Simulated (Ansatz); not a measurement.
The first iterations of a band of CH5BO + ClH (10 atoms, charge 0, multiplicity 1).

Method: Ansatz, RKS CAM-B3LYP-D4/def2-SVP.

```yaml
movable_images: 7
climbing_image: yes
spring: 5.0 eV/Å²
optimiser: quadratic models (default)
start_path: through a guess of the saddle point
force_threshold: 0.03 eV/Å
iteration_limit: 60
end_points: relaxed
```

First end point:

```xyz
10
Properties=species:S:1:pos:R:3
B -0.036 -0.512 -0.015
O -0.494 0.183 1.064
H -1.272 -0.203 1.485
C 1.216 0.001 -0.786
H 1.999 -0.776 -0.779
H 0.964 0.157 -1.848
H 1.632 0.931 -0.375
H -0.635 -1.518 -0.332
Cl 1.018 2.851 1.833
H 0.323 1.772 1.618
```

Last end point:

```xyz
10
Properties=species:S:1:pos:R:3
B -0.008 0.441 -0.032
O 0.109 -0.037 1.591
H -0.750 -0.401 1.855
C 1.360 0.053 -0.717
H 1.534 -1.035 -0.693
H 1.339 0.355 -1.776
H 2.226 0.552 -0.253
H -1.024 -0.123 -0.380
Cl -0.279 2.269 0.206
H 0.210 0.811 2.063
```

| iteration | highest image above the first end (eV) | largest band force component (eV/Å) |
| --- | --- | --- |
| 1 | 2.999 | 11.250 |
| 2 | 1.355 | 3.893 |
| 3 | 1.226 | 1.770 |
| 4 | 1.260 | 2.041 |
| 5 | 1.155 | 2.166 |
| 6 | 1.015 | 1.475 |
| 7 | 0.923 | 1.291 |

**Question.** Does the band converge within its limit, and where does its top end?

**Answer.** It converged. It ended after 22 iterations with the highest image 0.937 eV above the first end. A vibrational analysis at the climbing image gives one clearly imaginary mode, 1039i cm⁻¹: a first-order saddle point. The orbitals stay closed-shell, which can raise the energy where a bond breaks towards radicals; this wasn't checked here.

Run time: 2.3 min on 4 threads of Arm Neoverse V2, on a shared host, peak memory 0.2 GiB.
